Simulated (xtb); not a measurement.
Sn(Bn)2(k2OAc)2 (C18H20O4Sn), SMILES CC1[O][Sn]2([CH2]c3ccccc3)([CH2]c3ccccc3)([O]C(C)=[O]->2)<-[O]=1 (connectivity only; charge and spin as stated), neutral, multiplicity 1. All values are semi-empirical tight-binding results from xtb (GFN2-xTB unless named), good for trends rather than for accurate numbers. Coordinates come from a GFN2-xTB optimisation. The values are those of a single conformer.

For metal compounds this method's bond lengths and energies can be far off.

Computed properties:
* **orbital gap**: 0.69 eV
* **zero-point energy**: 203.3 kcal/mol
* **G − E(el) at 298.15 K (modified RRHO)**: 166.2 kcal/mol
